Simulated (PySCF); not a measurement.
## C₆ coefficients of unlike pairs at PBE

Calculated with PySCF 2.14 from the dipole response of each species, C₆(A,B) = (3/π) ∫ α_A(iu) α_B(iu) du, in atomic units, from isotropic polarisabilities. For ions this is the dispersion term alone; charge-induced terms of lower order in 1/R come first.

```tsv
species	configuration	basis	relativity	α (bohr³)	C₆ (like pair)
Li	[He] 2s1 (2S)	x2c-QZVPPall with one added diffuse shell each of s, p type (7s5p2d1f)	spin-free X2C	143.0	1140
Co	[Ar] 3d7 4s2 (4F)	def2-TZVPPD (6s6p4d2f1g)	none	53.75	434.8
K⁺	[Ar] (1S)	aug-cc-pVQZ-X2C (8s7p5d3f2g)	spin-free X2C	5.410	22.20
F³⁺	[He] 2s2 2p2 (3P)	aug-cc-pCVTZ-DK with one added diffuse shell each of s, p, d, f type (8s7p5d3f)	spin-free X2C	0.9354	0.8471
```

(1) Estimate C₆ for Co with Li.

No spin-orbit coupling is included.

The other pairs:

```
   pair     C₆
F³⁺, Li  14.38
 K⁺, Co  77.15
F³⁺, K⁺  4.238
 K⁺, Li  82.32
F³⁺, Co  13.88
```

Results:

(1) The integral gives 624.0. The combination rule 2 C_A C_B / (C_A α_B/α_A + C_B α_A/α_B) gives 625.3 and the geometric mean 704.0.
